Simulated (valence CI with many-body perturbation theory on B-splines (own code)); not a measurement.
# Sr³²⁺: electric-dipole lines

Level of theory: configuration interaction combined with many-body perturbation theory (CI+MBPT): four valence electrons over a frozen Dirac-Fock core [He], a basis of 11 s, 11 p, 9 d, 7 f, 5 g, 2 h, 1 i functions for each j, with the one-electron correlation potential Σ1 (screened to all orders), the two-electron term Σ2, the three-electron term Σ3, Breit, model QED; selected single and double excitations, second order for the rest (own B-spline code, finite nucleus).

No measured spectrum was set against this ion. As an estimate, large intervals hold to a few tenths of a per cent, small ones and those within an open d or f shell to about a per cent. Among the levels kept, up to 290 cm⁻¹ of a level comes from second order outside the variational space, and about a tenth of that is noise between levels of different J, which matters for small intervals.

Lines 1 to 50 of 244 in falling wavelength, among levels below 2580.7 eV, chosen from the strongest by gf and those to the six lowest levels. Wavelengths and rates use the calculated energies. Electric multipoles are in the length gauge, E1 and E2 with the static RPA response of the core. Weak lines are less certain than strong ones. Lines between different terms over intervals too small for the method are left out, as are lines whose strength nearly cancels. The highest levels of a list are the least certain.

Levels are named by their leading jj configuration (3d3/2^4 stands for four electrons in 3d with j = 3/2), which in mixed levels can hold well under half, so a name can repeat and another be missing. Letters in brackets count levels of one name in rising energy.

| λ vac (Å) | Upper | Lower | A (s⁻¹) | S (a.u.) with core polarisation | S without |
| --- | --- | --- | --- | --- | --- |
| 323.6 | (2s 2p3/2^2 3p1/2) J=3 | (2s 2p3/2^2 3s) J=2 [a] | 1.29e+09 | 1.52e-01 | 1.52e-01 |
| 312.2 | (2s 2p1/2 2p3/2 3d5/2) J=4 [a] | (2s 2p1/2 2p3/2 3p3/2) J=3 [a] | 1.10e+09 | 1.49e-01 | 1.49e-01 |
| 303.6 | (2s 2p1/2 2p3/2 3d5/2) J=5 | (2s 2p1/2 2p3/2 3p3/2) J=4 | 2.54e+09 | 3.86e-01 | 3.86e-01 |
| 287.0 | (2s 2p1/2^2 3d5/2) J=3 | (2s 2p1/2^2 3p3/2) J=2 | 3.02e+09 | 2.47e-01 | 2.47e-01 |
| 285.7 | (2s 2p1/2 2p3/2 3d5/2) J=4 [a] | (2s 2p1/2 2p3/2 3p1/2) J=3 | 1.60e+09 | 1.66e-01 | 1.66e-01 |
| 277.0 | (2s^2 2p3/2 3d5/2) J=4 | (2s^2 2p3/2 3p3/2) J=3 | 3.00e+09 | 2.83e-01 | 2.83e-01 |
| 273.3 | (2s^2 2p3/2 3p1/2) J=2 | (2s^2 2p3/2 3s) J=2 | 2.46e+09 | 1.24e-01 | 1.24e-01 |
| 268.9 | (2s^2 2p1/2 3d5/2) J=3 | (2s^2 2p1/2 3p3/2) J=2 | 3.36e+09 | 2.26e-01 | 2.26e-01 |
| 267.9 | (2s 2p1/2 2p3/2 3d5/2) J=3 [a] | (2s 2p1/2 2p3/2 3p3/2) J=2 [a] | 2.38e+09 | 1.58e-01 | 1.58e-01 |
| 265.7 | (2s 2p3/2^2 3p1/2) J=2 | (2s 2p3/2^2 3s) J=3 | 3.31e+09 | 1.53e-01 | 1.53e-01 |
| 259.3 | (2s^2 2p1/2 3d5/2) J=2 | (2s^2 2p1/2 3p3/2) J=1 | 3.26e+09 | 1.40e-01 | 1.40e-01 |
| 257.6 | (2s 2p1/2 2p3/2 3d5/2) J=4 [b] | (2s 2p1/2 2p3/2 3p3/2) J=3 [b] | 3.54e+09 | 2.69e-01 | 2.69e-01 |
| 253.7 | (2s 2p1/2 2p3/2 3d5/2) J=2 [a] | (2s 2p1/2 2p3/2 3p3/2) J=1 [a] | 2.67e+09 | 1.08e-01 | 1.08e-01 |
| 250.8 | (2s 2p3/2^2 3p1/2) J=3 | (2s 2p3/2^2 3s) J=3 | 2.38e+09 | 1.30e-01 | 1.30e-01 |
| 247.8 | (2s^2 2p3/2 3d5/2) J=3 | (2s^2 2p3/2 3p3/2) J=2 | 2.39e+09 | 1.26e-01 | 1.26e-01 |
| 240.6 | (2s 2p1/2^2 3d5/2) J=2 | (2s 2p1/2^2 3p3/2) J=1 | 4.40e+09 | 1.51e-01 | 1.51e-01 |
| 240.0 | (2s 2p1/2 2p3/2 3d5/2) J=3 [b] | (2s 2p1/2 2p3/2 3p3/2) J=2 [b] | 3.02e+09 | 1.44e-01 | 1.44e-01 |
| 239.4 | (2s 2p1/2 2p3/2 3p3/2) J=2 [b] | (2s 2p1/2 2p3/2 3s) J=2 [b] | 4.00e+09 | 1.36e-01 | 1.36e-01 |
| 238.3 | (2s 2p1/2^2 3p3/2) J=1 | (2s 2p1/2^2 3s) J=0 | 4.47e+09 | 8.95e-02 | 8.95e-02 |
| 237.9 | (2s 2p1/2 2p3/2 3d3/2) J=3 [b] | (2s 2p1/2 2p3/2 3p1/2) J=2 [b] | 1.89e+09 | 8.80e-02 | 8.80e-02 |
| 236.8 | (2s 2p1/2 2p3/2 3p1/2) J=2 [b] | (2s 2p1/2 2p3/2 3s) J=3 | 4.67e+09 | 1.53e-01 | 1.53e-01 |
| 226.2 | (2s 2p1/2 2p3/2 3d3/2) J=4 | (2s 2p1/2 2p3/2 3p3/2) J=3 [a] | 2.26e+09 | 1.16e-01 | 1.16e-01 |
| 223.7 | (2s 2p1/2 2p3/2 3p3/2) J=2 [a] | (2s 2p1/2 2p3/2 3s) J=1 [a] | 3.32e+09 | 9.18e-02 | 9.18e-02 |
| 223.1 | (2s 2p1/2 2p3/2 3p1/2) J=3 | (2s 2p1/2 2p3/2 3s) J=2 [a] | 2.62e+09 | 1.00e-01 | 1.00e-01 |
| 222.7 | (2s 2p1/2 2p3/2 3p3/2) J=1 [b] | (2s 2p1/2 2p3/2 3s) J=2 [b] | 5.76e+09 | 9.43e-02 | 9.43e-02 |
| 217.5 | (2s 2p1/2 2p3/2 3d3/2) J=3 [a] | (2s 2p1/2 2p3/2 3p1/2) J=2 [a] | 4.21e+09 | 1.50e-01 | 1.50e-01 |
| 216.7 | (2s 2p1/2 2p3/2 3p3/2) J=3 [c] | (2s 2p1/2 2p3/2 3s) J=2 [c] | 7.25e+09 | 2.55e-01 | 2.55e-01 |
| 215.4 | (2s 2p1/2 2p3/2 3p3/2) J=3 [b] | (2s 2p1/2 2p3/2 3s) J=2 [b] | 5.24e+09 | 1.81e-01 | 1.81e-01 |
| 215.0 | (2s^2 2p3/2 3p3/2) J=3 | (2s^2 2p3/2 3s) J=2 | 7.29e+09 | 2.50e-01 | 2.50e-01 |
| 212.0 | (2s 2p1/2 2p3/2 3d3/2) J=4 | (2s 2p1/2 2p3/2 3p1/2) J=3 | 2.19e+09 | 9.28e-02 | 9.28e-02 |
| 211.3 | (2s 2p1/2 2p3/2 3p3/2) J=4 | (2s 2p1/2 2p3/2 3s) J=3 | 9.55e+09 | 4.00e-01 | 4.00e-01 |
| 210.6 | (2s 2p1/2^2 3d3/2) J=2 | (2s 2p1/2^2 3p1/2) J=1 | 5.62e+09 | 1.30e-01 | 1.30e-01 |
| 210.2 | (2s^2 2p3/2 3d3/2) J=3 | (2s^2 2p3/2 3p1/2) J=2 | 4.42e+09 | 1.42e-01 | 1.42e-01 |
| 209.2 | (2s 2p1/2 2p3/2 3p3/2) J=3 [a] | (2s 2p1/2 2p3/2 3s) J=2 [a] | 2.83e+09 | 8.94e-02 | 8.95e-02 |
| 208.4 | (2s 2p1/2 2p3/2 3d3/2) J=3 [c] | (2s 2p1/2 2p3/2 3p1/2) J=2 [c] | 6.45e+09 | 2.02e-01 | 2.02e-01 |
| 205.1 | (2s 2p1/2 2p3/2 3p3/2) J=2 [d] | (2s 2p1/2 2p3/2 3s) J=1 [c] | 7.67e+09 | 1.63e-01 | 1.63e-01 |
| 203.0 | (2s^2 2p1/2 3d3/2) J=2 | (2s^2 2p1/2 3p1/2) J=1 | 6.38e+09 | 1.32e-01 | 1.32e-01 |
| 200.5 | (2s 2p1/2 2p3/2 3p3/2) J=2 [c] | (2s 2p1/2 2p3/2 3s) J=1 [b] | 4.54e+09 | 9.03e-02 | 9.04e-02 |
| 198.9 | (2s 2p1/2^2 3p3/2) J=2 | (2s 2p1/2^2 3s) J=1 | 1.12e+10 | 2.18e-01 | 2.18e-01 |
| 198.1 | (2s^2 2p1/2 3p3/2) J=1 | (2s^2 2p1/2 3s) J=0 | 6.46e+09 | 7.44e-02 | 7.44e-02 |
| 196.8 | (2s^2 2p1/2 3p3/2) J=2 | (2s^2 2p1/2 3s) J=1 | 1.06e+10 | 1.99e-01 | 1.99e-01 |
| 190.9 | (2s^2 2p3/2 3p3/2) J=2 | (2s^2 2p3/2 3s) J=1 | 5.01e+09 | 8.60e-02 | 8.61e-02 |
| 181.9 | (2s 2p1/2 2p3/2 3p3/2) J=1 [c] | (2s 2p1/2 2p3/2 3s) J=1 [b] | 9.81e+09 | 8.73e-02 | 8.73e-02 |
| 173.3 | (2s 2p1/2 2p3/2 3p3/2) J=3 [b] | (2s 2p1/2 2p3/2 3s) J=3 | 6.08e+09 | 1.09e-01 | 1.09e-01 |
| 129.8 | (2s 2p1/2^2 2p3/2) J=2 | (2s^2 2p1/2 2p3/2) J=2 | 8.97e+08 | 4.83e-03 | 4.85e-03 |
| 116.4 | (2s 2p1/2^2 2p3/2) J=2 | (2s^2 2p1/2 2p3/2) J=1 | 1.85e+09 | 7.20e-03 | 7.22e-03 |
| 110.0 | (2s 2p1/2 2p3/2^2) J=3 | (2s^2 2p3/2^2) J=2 | 4.15e+09 | 1.91e-02 | 1.92e-02 |
| 92.21 | (2s 2p1/2 2p3/2^2) J=1 [b] | (2s^2 2p3/2^2) J=0 | 3.58e+09 | 4.16e-03 | 4.17e-03 |
| 87.97 | (2s 2p1/2^2 2p3/2) J=1 | (2s^2 2p1/2 2p3/2) J=2 | 4.63e+09 | 4.67e-03 | 4.68e-03 |
| 82.20 | (2s 2p1/2 2p3/2^2) J=2 [b] | (2s^2 2p3/2^2) J=2 | 2.44e+09 | 3.34e-03 | 3.35e-03 |
